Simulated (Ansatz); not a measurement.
A structure relaxed at r2SCAN-D4/def2-TZVPD in Ansatz, charge -1, doublet:

```xyz
3

Zn   -0.0001    0.0000    0.0000
Se    0.7521   -1.3233    1.6412
Se   -0.7520    1.3233   -1.6412
```

Give its formula and point group.

the cluster ZnSe2⁻. Point group D∞h (tolerance 0.1 Å).

Summarise the bond lengths by kind (pairs closer than 1.2 times the sum of covalent radii, bridged metal pairs left out).

2 × Se–Zn 2.24 Å. The metal has 2 neighbours: Se 2.24 Å, Se 2.24 Å.

The relaxation made no stability test and no search for a lower SCF solution. The structure comes from a short search, and lower isomers may exist.
